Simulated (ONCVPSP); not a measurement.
## What one change does to a pseudopotential (sulfur (S), ONCV)

sulfur, optimised norm-conserving Vanderbilt (ONCV), made with ONCVPSP 4.0.1 (LDA (Perdew-Wang 92), scalar-relativistic). Core [He], reference 2s2 2p6 3s2 3p2 (charge +2). Waves: 2s+3s: rc 0.85 bohr, ncon 3, nbas 6, qcut 18.6 1/bohr, 3 projectors, debl 2.3 Ha; 2p+3p: rc 0.80 bohr, ncon 4, nbas 8, qcut 17 1/bohr, 2 projectors; d scattering state at 0.02 Ha: rc 0.80 bohr, ncon 3, nbas 7, qcut 13.7 1/bohr, local. Local part: the d channel. Core correction: polynomial model core, fcfact 0.3.

Change: all radii but the core radius scaled by about 0.82 (s 0.70, p 0.66, d 0.66 bohr).

Cutoffs: the cutoffs (Ha) at which the residual kinetic energy of the hardest occupied pseudo-wave falls to 1 and 0.1 mHa per electron; they do not see the model core or the augmentation charge, which bear on the density cutoff. Errors are all-electron minus pseudo energies relative to the spin-unpolarised reference configuration.

Task: What does the change do?

Result: The potential gets harder (122 Ha and 136 Ha → 149 Ha and 450 Ha); of the 4 tests that both files solve, the error grows in 0 and shrinks in 2 by more than 15 % and 0.3 meV (median size 2.4 → 1.8 meV); neither file shows a bound ghost. A smaller radius makes the pseudo-wave follow the all-electron one further in, where it bends more sharply, so more plane waves are needed.

```tsv
quantity	base	changed
cutoff, loose	122 Ha	149 Ha
cutoff, tight	136 Ha	450 Ha
loose cutoff by channel	s 72 Ha, p 122 Ha	s 114 Ha, p 149 Ha
bound ghosts	none	none
GHOST(+) flags under 300 eV	none	none
error for 2s2 2p6 3s2 3p4, meV [ΔE -34.23 eV]	+2.9	+1.9
error for 2s2 2p6 3s2 3p3, meV [ΔE -22.37 eV]	+1.3	+0.8
error for 2s2 2p6 3s2 3p1, meV [ΔE 34.15 eV]	+2.0	+1.7
error for 2s2 2p6 3s0 3p6, meV [ΔE -13.62 eV]	+11	+11
rms error of d²Exc/dni dnj with the model core, mHa	1.85	1.97
```
